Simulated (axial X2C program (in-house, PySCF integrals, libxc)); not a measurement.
ZrO: bond constants with and without spin–orbit coupling

Calculated with an axial X2C code built on PySCF integrals. Spin-free means the one-electron spin-free X2C Hamiltonian; two-component (2c) means X2C with spin–orbit coupling and atomic mean-field two-electron Coulomb and Gaunt terms, so the difference of the two also holds small scalar two-electron terms. Basis: Zr dyall-cv3z [11s12p9d6f3g], O dyall-av3z [7s6p3d2f] (cores contracted in-house); Gaussian nuclei, density fitting, unrestricted open shells. Masses: Zr 89.905 u, O 15.995 u.

Input:
```json
{"zs": [40, 8], "q": 0, "bas": ["dyall-cv3z", "dyall-av3z"], "levels": ["PBE0", "HF", "TPSS"], "cc": true, "r0": 1.84, "thr": -1.0, "nmax": 90, "npts": 10, "nst": 2, "ntry": 6}
```
```bash
python so2c.py task.json out
```

Keys: zs atomic numbers; q charge; bas basis sets; levels methods; cc coupled cluster on or off; r0 starting distance in Å; thr threshold in hartree for freezing inner shells (an s shell follows its p shell); nmax most natural virtual spinors; npts points on the curve; nst determinants followed; ntry starts of the search. HF also brings MP2.

State, spin-free: M_S = 1, Λ = 2 (beyond evenly filled blocks: σα, δ+α); electrons by block: σα: 12, σβ: 11, π+α: 5, π+β: 5, π-α: 5, π-β: 5, δ+α: 2, δ+β: 1, δ-α: 1, δ-β: 1. Fragments: Zr + O.

State, 2c: Ω = 1 (⟨Sz⟩ = -1.00, ⟨Lz⟩ = 2.00 at PBE0); electrons by block: 1/2: 16, -1/2: 17, 3/2: 7, -3/2: 6, 5/2: 1, -5/2: 1. Fragments: Zr + O.

```csv
Hamiltonian,level,Re (Å),ωe (cm⁻¹),ωexe (cm⁻¹),αe (cm⁻¹),De (eV),D0 (eV),k (mdyn/Å),μ (D)
spin-free,PBE0,1.713,974.9,2.97,0.00179,7.85,7.79,7.6,-3.97
spin-free,HF,1.709,998.4,3.05,0.00157,n/a,n/a,7.97,-4.34
spin-free,CCSD,1.732,957.9,2.29,0.00167,7.10,7.04,7.34,n/a
spin-free,CCSD(T),1.746,926.1,n/a,n/a,7.49,7.43,6.86,n/a
spin-free,TPSS,1.736,930.3,3,0.00184,8.10,8.04,6.92,-3.89
2c,PBE0,1.713,974.7,2.97,0.00179,n/a,n/a,7.6,-3.96
2c,HF,1.709,998.1,3.04,0.00157,n/a,n/a,7.97,-4.33
2c,CCSD,1.732,957.5,2.22,0.00167,n/a,n/a,7.33,n/a
2c,CCSD(T),1.746,925.6,n/a,n/a,n/a,n/a,6.85,n/a
2c,TPSS,1.736,930.1,3,0.00184,n/a,n/a,6.92,-3.88
```

Correlated methods: 10 electrons correlated (number of frozen shells: Zr 4 s, 3 p, 1 d; O 1 s), 308 virtual spin orbitals or spinors in MP2, 90 natural virtuals in coupled cluster.

Dipoles are positive if O is the positive end.

The state is one determinant whose occupation by symmetry is held fixed; it was picked as the lowest of a PBE0 search that is not exhaustive. De is counted from the lowest determinant-based energies of the atoms at the same level, without counterpoise correction. De is not given where an atomic determinant may have missed its ground term or J level, or where the truncated virtual space spoils (T). Density functionals use the spin component along the axis (collinear). CCSD and (T) use frozen natural virtuals with an MP2 correction for the truncation; (T) itself is uncorrected, so its De runs slightly low. PBE0 can misorder states that lie within some tenths of an eV, so this need not be the ground state of the molecule. The nearest other spin-free determinant of the search, M_S = 0, Λ = 0, lies 0.19 eV up at the distance of the search. The functionals have no current-density term, which raises determinants with orbital currents, atoms included. With several unpaired electrons one determinant need not be a pure state. The outer-core s and p shells of the metal are frozen in the correlated rows, which leaves out core–valence correlation; for alkali and alkaline-earth bonds that tends to lengthen them. The determinant is spin-polarised beyond a pure state at some levels (its spin-free form has ⟨S²⟩ too high), which makes Re and μ there less reliable. With the outer-core shells frozen, correlated bond lengths of heavy atoms tend to come out a few hundredths of an ångström too long.

No reliable constants came from MP2 (2c), MP2 (spin-free): no minimum in range, unconverged points, a curve that is not smooth, a change of character along it, or the two Hamiltonians disagreeing along it.

Rough cost a point (2c) on 1 thread(s) of a shared host, integrals apart: PBE0 2.1 s, HF 1.6 s, CCSD(T) 5 s, TPSS 2.2 s.

The whole task took 3.4 min on 1 thread of Arm Neoverse V2 (shared host).
